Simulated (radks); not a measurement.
All-electron atom: Eu in [Xe] 4f7 6s2 (the NIST ground configuration).

All-electron calculation, scalar-relativistic Kohn-Sham, BP86, spin-polarised, spherical densities, point nucleus; open shells are filled with parallel spins first (spin-orbit coupling, left out, can overturn this in heavy ions). Program: a radial shooting solver on a logarithmic mesh with Libxc functionals.

Energy parts (eV):
total: -295132.88
kinetic: 316210.51
electron-nucleus: -719402.15
Hartree: 114696.84
exchange-correlation: -6638.08

Orbitals (lengths in bohr, moments of r in powers of bohr; r(90%) holds 90 % of the orbital's charge):
| orbital | occ. | eigenvalue (eV) | <r> | r(90%) |
|---|---|---|---|---|
| 1s up | 1 | -48377.52 | 0.02231 | 0.0403 |
| 1s down | 1 | -48377.52 | 0.02231 | 0.0403 |
| 2s up | 1 | -7942.970 | 0.09510 | 0.147 |
| 2s down | 1 | -7942.932 | 0.09510 | 0.147 |
| 2p up | 3 | -7076.506 | 0.08388 | 0.137 |
| 2p down | 3 | -7076.480 | 0.08388 | 0.137 |
| 3s up | 1 | -1747.945 | 0.2496 | 0.366 |
| 3s down | 1 | -1745.708 | 0.2494 | 0.366 |
| 3p up | 3 | -1478.315 | 0.2481 | 0.371 |
| 3p down | 3 | -1476.091 | 0.2479 | 0.371 |
| 3d up | 5 | -1117.667 | 0.2261 | 0.352 |
| 3d down | 5 | -1115.957 | 0.2258 | 0.352 |
| 4s up | 1 | -348.4521 | 0.5662 | 0.813 |
| 4s down | 1 | -342.9981 | 0.5661 | 0.813 |
| 4p up | 3 | -259.7999 | 0.5996 | 0.872 |
| 4p down | 3 | -254.3618 | 0.5996 | 0.872 |
| 4d up | 5 | -136.3397 | 0.6544 | 0.984 |
| 4d down | 5 | -130.9379 | 0.6552 | 0.986 |
| 4f up | 7 | -4.1629 | 0.9534 | 1.67 |
| 5s up | 1 | -45.7561 | 1.373 | 1.98 |
| 5s down | 1 | -42.7199 | 1.397 | 2.02 |
| 5p up | 3 | -24.6114 | 1.619 | 2.38 |
| 5p down | 3 | -22.3629 | 1.661 | 2.45 |
| 6s up | 1 | -3.8596 | 4.185 | 6.19 |
| 6s down | 1 | -3.5980 | 4.337 | 6.41 |

The highest occupied level is 6s down at -3.598 eV. Spin moment in Bohr magnetons: 7. Summed over all electrons, <r^2> = 82.15 bohr^2, which gives a Langevin (diamagnetic) susceptibility term of -65.1 x 10^-6 cm^3/mol. The density falls to 0.001 e/bohr^3 at r = 5.25 bohr. For comparison, the ionisation energy in NIST's Atomic Spectra Database is 5.670 eV (measured). In exact Kohn-Sham theory the highest level is minus the ionisation energy, but local and semilocal functionals leave it too shallow, through self-interaction and a potential that decays too fast; potentials with the right tail come closer.
